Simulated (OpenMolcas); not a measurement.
Ge II: the spin-orbit constant, worked from levels

- Program: OpenMolcas 26.06
- Basis: ANO-RCC-VQZP [7s6p4d2f1g]
- Scalar Hamiltonian: DKH2, point nucleus
- Active space: 3 electrons in 4 orbitals (4s 4p)
- State averaging: 2S+1 = 4 odd, 1 root (0 in the spin-orbit step); 2S+1 = 2 odd, 3 roots; 2S+1 = 4 even, 3 roots; 2S+1 = 2 even, 9 roots
- Spin-orbit coupling: state interaction with AMFI integrals over the reference wave functions, term energies averaged over their components

Methods: CASSCF; SS-CASPT2, IPEA 0.25 Eh, imaginary shift 0.1 Eh (closed shells correlated: 3d). Measured levels: NIST Handbook of Basic Atomic Spectroscopic Data.

**The spin-orbit constant.** For the Hund term ²P° of p1, E(J) = (A/2) J(J+1) + constant and ζ = 2S·A = A. From J = 1/2 to J = 3/2 the energy changes by 1.5 A.

```
   Source  E(3/2) - E(1/2)       A     ζ
   CASSCF           1631.4  1087.6  1088
SS-CASPT2           1631.4  1087.6  1088
 measured           1767.4  1178.3  1178
```

All in cm-1. SS-CASPT2 is off by -7.7 % and CASSCF by -7.7 %. Both methods take the spin-orbit matrix elements from the reference wave functions, so the second can move ζ only through the term energies and any multistate remixing.

Over all roots computed the reference weight is 0.91 to 0.96 in SS-CASPT2; the roots of lowest weight are the least certain, and an intruder state may touch them. Some high roots are left out of the spin-orbit mixing, which shifts the levels that they would mix with. Without dynamic correlation excited terms often stand tens of per cent too high (terms of higher spin than the ground term too low), and those without a measured partner can miss by more than the paired ones (holds for CASSCF). Computed and measured levels are paired by configuration, term and J; levels that our copy of the source lacks, or whose pairing is in doubt (as where it misses far off the trend of its configuration), stay unpaired and out of the deviations. Levels of configurations outside the active space are missing.

° marks odd parity.
